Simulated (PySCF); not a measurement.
## C₆ coefficients of unlike pairs at UHF

Calculated with PySCF 2.14 from the dipole response of each species, C₆(A,B) = (3/π) ∫ α_A(iu) α_B(iu) du, in atomic units, from isotropic polarisabilities. For ions this is the dispersion term alone; charge-induced terms of lower order in 1/R come first.

```tsv
species	configuration	basis	relativity	α (bohr³)	C₆ (like pair)
Lu²⁺	[Xe] 4f14 6s1 (2S)	x2c-TZVPPall with one added diffuse shell each of s, p, d type (12s8p8d2f2g)	spin-free X2C	40.89	265.0
In	[Kr] 4d10 5s2 5p1 (2P)	def2-TZVPPD with the def2 core potential (28 electrons) (7s5p4d2f)	core potential	74.10	799.0
Li	[He] 2s1 (2S)	dyall-acv3z (15s9p3d)	spin-free X2C	169.9	1476
K	[Ar] 4s1 (2S)	aug-cc-pVTZ-X2C (7s6p4d2f)	spin-free X2C	406.0	6382
```

Problem. Estimate C₆ for Li with Lu²⁺.

Solution. The integral gives 529.6. The combination rule 2 C_A C_B / (C_A α_B/α_A + C_B α_A/α_B) gives 537.2 and the geometric mean 625.4.

No spin-orbit coupling is included.

The other pairs:

| pair | C₆ |
| --- | --- |
| K, In | 1851 |
| K, Lu²⁺ | 1041 |
| In, Lu²⁺ | 458.4 |
| K, Li | 3041 |
| Li, In | 941.9 |
